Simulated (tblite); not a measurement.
C₂H₁₁FSSi₃.
Atom-mapped SMILES: `[CH3:1][S:2][Si@H:3]([CH2:4][SiH3:5])[SiH2:6][F:7]` (hydrogens: H8, H9, H10 on C1; H11 on Si3; H12, H13 on C4; H14, H15, H16 on Si5; H17, H18 on Si6)

Computed with GFN2-xTB (tblite), gas phase: L-BFGS steps from a force-field or distance-geometry start until the largest atomic force falls under 0.01 eV/Å.

The end geometry, which sets the zero of energy:
```
atom  x, y, z in Å
C1     -2.9499    0.8952   -0.4711
S2     -2.3803   -0.7532    0.0333
Si3    -0.3244   -0.2968    0.5551
C4      0.5925    0.3500   -0.9867
Si5     2.3405    1.0340   -0.6535
Si6     0.5620   -2.2103    1.4680
F7      2.0471   -1.7596    1.9219
H8     -2.4366    1.1992   -1.3778
H9     -4.0152    0.8188   -0.6608
H10    -2.7637    1.6064    0.3275
H11    -0.4605    0.8415    1.4835
H12     0.6660   -0.4534   -1.7231
H13     0.0012    1.1344   -1.4634
H14     2.2473    2.1321    0.3103
H15     2.8850    1.5443   -1.9160
H16     3.1835   -0.0374   -0.1328
H17    -0.0233   -2.7090    2.7069
H18     0.8200   -3.3298    0.5672
```

Problem. These geometries come from the run, each turned onto the end geometry. Order them by energy, lowest first.
A.
```
atom  x, y, z in Å
C1     -2.9562    0.5789   -0.8226
S2     -2.2718   -0.8891   -0.0015
Si3    -0.3800   -0.1247    0.7278
C4      0.5045    0.8472   -0.6585
Si5     2.4117    0.7542   -0.6874
Si6     0.6401   -1.9783    1.6301
F7      1.9987   -2.2400    0.7928
H8     -2.2080    0.9951   -1.4885
H9     -3.8103    0.2416   -1.3980
H10    -3.2694    1.3085   -0.0802
H11    -0.7489    0.8740    1.7496
H12     0.1405    0.5135   -1.6306
H13     0.2171    1.8973   -0.5792
H14     2.8999    0.8462    0.6916
H15     2.9160    1.8985   -1.4562
H16     2.8341   -0.4841   -1.3310
H17     1.1393   -1.7798    2.9879
H18    -0.0660   -3.2526    1.5425
```
B.
```
atom  x, y, z in Å
C1     -2.9737    0.8385   -0.5372
S2     -2.3640   -0.7806    0.0133
Si3    -0.3335   -0.2683    0.5818
C4      0.5753    0.4365   -0.9396
Si5     2.3762    0.9898   -0.6339
Si6     0.5641   -2.1786    1.4958
F7      2.1227   -1.7966    1.7096
H8     -2.4233    1.1597   -1.4164
H9     -4.0232    0.7126   -0.7842
H10    -2.8645    1.5601    0.2675
H11    -0.4925    0.8547    1.5249
H12     0.5754   -0.3098   -1.7381
H13     0.0194    1.2900   -1.3368
H14     2.3867    1.9791    0.4452
H15     2.8728    1.5988   -1.8719
H16     3.2056   -0.1643   -0.2990
H17     0.1438   -2.5401    2.8469
H18     0.6241   -3.3750    0.6604
```
C.
```
atom  x, y, z in Å
C1     -2.9887    0.8034   -0.5409
S2     -2.3378   -0.8156   -0.0404
Si3    -0.3203   -0.2633    0.5409
C4      0.5898    0.4723   -0.9646
Si5     2.4033    0.9673   -0.6303
Si6     0.5654   -2.1492    1.5110
F7      2.1520   -1.8435    1.6051
H8     -2.4867    1.1400   -1.4431
H9     -4.0474    0.6656   -0.7377
H10    -2.8504    1.5155    0.2678
H11    -0.5266    0.8556    1.4791
H12     0.5452   -0.2293   -1.8008
H13     0.0545    1.3646   -1.2978
H14     2.4104    1.8761    0.5174
H15     2.9183    1.6699   -1.8100
H16     3.2066   -0.2179   -0.3435
H17     0.1934   -2.3960    2.9017
H18     0.5102   -3.4090    0.7745
```
D.
```
atom  x, y, z in Å
C1     -3.0364    0.7721   -0.5671
S2     -2.3209   -0.8572   -0.2126
Si3    -0.3561   -0.2562    0.4842
C4      0.6251    0.4907   -0.9696
Si5     2.4473    0.9159   -0.5872
Si6     0.5617   -2.0647    1.5580
F7      2.1550   -1.8236    1.4200
H8     -2.6598    1.1423   -1.5159
H9     -4.1108    0.6342   -0.6221
H10    -2.7873    1.4585    0.2355
H11    -0.6777    0.8577    1.3982
H12     0.6085   -0.2121   -1.8060
H13     0.1093    1.3859   -1.3256
H14     2.5572    1.4137    0.7846
H15     2.8836    1.9541   -1.5278
H16     3.2530   -0.2887   -0.7680
H17     0.3716   -2.1154    3.0064
H18     0.3679   -3.4008    1.0035
```
E.
```
atom  x, y, z in Å
C1     -3.0980    0.4859   -0.7288
S2     -1.9550   -0.9236   -0.7110
Si3    -0.3545   -0.1678    0.5491
C4      0.6906    1.0695   -0.4812
Si5     2.5578    0.7739   -0.7689
Si6     0.6348   -1.9776    1.5707
F7      0.7171   -3.2106    0.5394
H8     -2.6389    1.3391   -1.2168
H9     -3.9774    0.1707   -1.2798
H10    -3.3764    0.7345    0.2890
H11    -1.0767    0.6383    1.5587
H12     0.2194    1.1775   -1.4599
H13     0.5771    2.0407    0.0011
H14     3.3076    1.8793   -0.1661
H15     2.8422    0.7604   -2.2040
H16     2.9706   -0.4868   -0.1590
H17     2.0287   -1.7597    1.9384
H18    -0.0777   -2.5370    2.7177
```

Solution. B (0.006 eV), C (0.013 eV), D (0.034 eV), A (0.103 eV), E (0.243 eV).

In the order of the answer:

```json
{"step": "224", "E above end (eV)": "0.006", "largest force (eV/Å)": "0.04", "rms force component (eV/Å)": "0.019", "rms distance from end (Å)": "0.155", "rms bond change (Å)": "0.001", "bond most changed (Å)": "Si6–H17 +0.002"}
{"step": "214", "E above end (eV)": "0.013", "largest force (eV/Å)": "0.06", "rms force component (eV/Å)": "0.022", "rms distance from end (Å)": "0.231", "rms bond change (Å)": "0.001", "bond most changed (Å)": "C4–Si5 +0.003"}
{"step": "189", "E above end (eV)": "0.034", "largest force (eV/Å)": "0.08", "rms force component (eV/Å)": "0.021", "rms distance from end (Å)": "0.438", "rms bond change (Å)": "0.002", "bond most changed (Å)": "Si6–H17 +0.004"}
{"step": "126", "E above end (eV)": "0.103", "largest force (eV/Å)": "0.07", "rms force component (eV/Å)": "0.025", "rms distance from end (Å)": "0.914", "rms bond change (Å)": "0.002", "bond most changed (Å)": "Si3–C4 +0.003"}
{"step": "31", "E above end (eV)": "0.243", "largest force (eV/Å)": "0.10", "rms force component (eV/Å)": "0.031", "rms distance from end (Å)": "1.304", "rms bond change (Å)": "0.004", "bond most changed (Å)": "Si3–C4 +0.013"}
```

What follows is the cost of the whole relaxation. Hardware: one thread, Arm Neoverse V2 (aarch64), shared host with 96 logical CPUs at a one-minute load of 7.5. Cost: 2.2 s of wall time.
